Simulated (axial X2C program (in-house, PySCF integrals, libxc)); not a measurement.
FeN along the bond: B3LYP, two-component

All values were computed with an axial X2C code built on PySCF integrals. Two-component (2c) means X2C with spin–orbit coupling and atomic mean-field two-electron Coulomb and Gaunt terms. Basis: Fe dyall-v2z [7s8p4d2f], N dyall-v2z [6s5p1d] (cores contracted in-house); Gaussian nuclei, density fitting, unrestricted open shells. Masses: Fe 55.935 u, N 14.003 u.

State: Ω = 5/2 (⟨Sz⟩ = 2.50, ⟨Lz⟩ = 0.00 at B3LYP). Dipoles are positive if N is the positive end.

```
R (Å)   μ (D)  HOMO (eV)  LUMO (eV)
1.460  -3.392      -6.13      -3.52
1.508  -3.652      -6.16      -3.53
1.556  -3.869      -6.19      -3.52
1.604  -4.044      -6.22      -3.49
1.660  -4.202      -6.26      -3.43
1.716  -4.322      -6.30      -3.36
1.788  -4.437      -6.37      -3.26
1.877  -4.540      -6.09      -3.16
2.005  -4.636      -5.62      -3.06
```

Q: The minimum lies at 1.612 Å. What is the dipole moment there, and its slope?

A: At B3LYP, 2c, with the sign and origin stated: μ = -4.07 D, dμ/dR = -3.12 D/Å.

One determinant describes the state; a PBE0 search over occupations chose it and may have missed a lower one. Density functionals use the spin component along the axis (collinear). Other states lie close and PBE0, whose exact exchange favours high spin, may order them wrongly; the determinant shown need not be the ground state. The nearest other 2c determinant of the search, Ω = 9/2, lies 0.38 eV up at the distance of the search. With several unpaired electrons one determinant need not be a pure state. Some points did not converge and are left out. This is the top spin component of a Σ state; components of lower Ω are not single determinants and can lie lower. The determinant is spin-polarised beyond a pure state at some levels (its spin-free form has ⟨S²⟩ too high), which makes Re and μ there less reliable.
